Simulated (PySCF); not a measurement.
F2H2SeSi. Atoms are numbered in the order given.

```xyz
6

Si    -0.8437     0.4464     0.4037
F     -1.9800    -0.6227    -0.0100
F     -1.0921     1.7808    -0.4719
Se     1.1348    -0.5328    -0.1051
H     -1.0043     0.8208     1.8221
H      1.8825     0.6215     0.4351
```

The structure is a stationary point at B3LYP-D3(BJ)/def2-SVP. One conformer was computed; it need not be the lowest.

These are B3LYP-D3(BJ)/def2-SVP (PySCF) values and carry that method's errors.

Frequencies are harmonic and unscaled.

```csv
mode,ν (cm⁻¹),IR (km/mol),moving atoms (share of kinetic energy)
1,113,7.1,"H 85 %, F 12 %"
2,173,2.8,"F 71 %, Si 14 %, Se 11 %"
3,223,8.4,"F 59 %, Se 27 %, H 9 %"
4,331,23.1,"F 65 %, Si 31 %"
5,428,43.9,"Si 62 %, Se 18 %, H 14 %"
6,661,22.9,H 91 %
7,810,112.3,"H 82 %, F 14 %"
8,839,41.5,"H 85 %, F 13 %"
9,875,251.8,"F 54 %, Si 38 %"
10,973,169.6,"Si 50 %, F 42 %"
11,2301,104.1,H 97 %
12,2403,8.3,H 99 %
```
